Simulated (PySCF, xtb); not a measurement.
C2H5NOSi, SMILES [SiH2](C)N=C=O. The values are those of a single conformer.

Harmonic wavenumbers (cm⁻¹) from GFN2-xTB in xtb 6.7.1 at its own minimum, in rising order: 28, 70, 119, 194, 464, 494, 498, 577, 632, 693, 765, 782, 829, 846, 1374, 1479, 1482, 1514, 2239, 2256, 2509, 3035, 3037, 3046.

Q: What does PBE0-D3(BJ)/def2-SVP (PySCF) give at its own minimum? (An estimate is asked for; the answer gives what the named calculation found.)

A: 55, 70, 174, 239, 495, 580, 626, 626, 709, 728, 765, 880, 925, 961, 1267, 1425, 1430, 1545, 2241, 2242, 2492, 3061, 3168, 3174. Paired by order, the mean absolute difference is 59 cm⁻¹ and the zero-point energies are 41.4 and 42.7 kcal/mol.
